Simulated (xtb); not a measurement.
Cl2GeH4Si, SMILES [SiH](Cl)(Cl)[GeH3]. All values are semi-empirical tight-binding results from xtb (GFN2-xTB unless named), good for trends rather than for accurate numbers. Coordinates come from a GFN2-xTB optimisation. This is a generated structure with no PubChem entry under its InChIKey; it may be hypothetical.

For metal compounds this method's bond lengths and energies can be far off.

- orbital gap = 5.11 eV
- zero-point energy = 21.1 kcal/mol
- G − E(el) at 298.15 K (modified RRHO) = -0.3 kcal/mol
